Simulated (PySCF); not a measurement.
Computed with PBE0/[I def2-SVP with ECP28, S def2-SVP, F def2-SVP], scalar-relativistic core potentials, density fitting, no spin–orbit coupling, PySCF. Open shells, if any, are unrestricted.

Task: What shape and geometry does isolated singlet ISF₃ take (every ligand bound to I)?

Result: Counting electrons, iodine keeps 2 of its valence electrons outside its bonds, so the VSEPR class is AX4E1 and the expected shape is see-saw; with unlike ligands the computed point group is Cs. The lowest minimum found is a singlet of Cs symmetry with I–F 1.929 Å, I–F 1.959 Å (×2), I–S 2.187 Å; F–I–F 83.5° (×2), F–I–F 165.4°, F–I–S 95.3° (×2), F–I–S 108.7°. Its harmonic wavenumbers are 131 (a'), 182 (a'), 207 (a''), 233 (a'), 267 (a''), 504 (a'), 570 (a'), 615 (a'), 629 (a'') cm⁻¹ and its dipole moment is 2.44 D.

Only a few start shapes were tried, so a lower isomer may exist.
